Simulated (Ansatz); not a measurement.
A nudged elastic band was laid between two geometries of AlB2Cl2H3S (9 atoms, charge 0, multiplicity 1).

All numbers below come from RKS PBE/def2-SVP (Ansatz).

```yaml
movable_images: 5
climbing_image: yes
spring: 5.0 eV/Å²
optimiser: quadratic models (default)
start_path: IDPP
force_threshold: 0.05 eV/Å
iteration_limit: 60
end_points: relaxed
```

Initial state:

```xyz
9
Properties=species:S:1:pos:R:3
S 1.524 -2.298 0.414
B 1.159 -0.716 -0.366
Cl 2.541 0.360 -0.725
B -0.274 0.010 -0.783
Al -1.260 1.287 0.595
Cl -0.741 3.352 0.618
H 0.237 -2.745 0.480
H -0.732 -0.126 -1.907
H -2.366 0.829 1.657
```

Final state:

```xyz
9
Properties=species:S:1:pos:R:3
S 1.489 -2.227 0.395
B 1.205 -0.637 -0.397
Cl 2.630 0.405 -0.703
B -0.171 0.160 -0.862
Al -1.134 1.413 0.547
Cl -2.668 0.438 1.668
H 0.183 -2.619 0.426
H -0.589 0.078 -2.006
H -0.856 2.943 0.914
```

Which bonds break or form, and what moves?

No bond is made or broken. The dihedral B2–B4–Al5–Cl6 goes from 88 to -93°.

Give the energies along the band, and the barrier.

The run converged. The highest image is number 3 of 0 to 6, 0.093 eV above the first end and 0.118 eV above the last; the last end lies 0.025 eV below the first. A vibrational analysis at the climbing image gives no mode beyond 40i cm⁻¹: the surface is too flat there to confirm a saddle point.

```csv
image,path coordinate (Å),energy (eV),dihedral B2–B4–Al5–Cl6 (°)
0,0.00,0.000,88
1,0.84,0.018,107
2,1.68,0.068,129
3,2.53,0.093,156
4,3.88,0.059,-160
5,5.24,-0.001,-122
6,6.59,-0.025,-93
```

What is the geometry of the highest image?


```xyz
9
Properties=species:S:1:pos:R:3
S 1.332 -2.592 0.227
B 0.970 -0.902 -0.226
Cl 2.225 0.375 0.109
B -0.143 0.143 -0.832
Al -1.100 1.360 0.647
Cl -1.957 3.236 0.102
H 0.156 -3.109 -0.233
H -0.194 0.423 -2.016
H -1.200 1.019 2.206
```

The band took 13 iterations and of the order of 5 core-minutes.

Time of the run: 2.5 min on 2 threads of Intel(R) Xeon(R) Platinum 8259CL CPU @ 2.50GHz (Skylake/Cascade Lake), with other jobs on the host, peak memory 0.19 GiB.
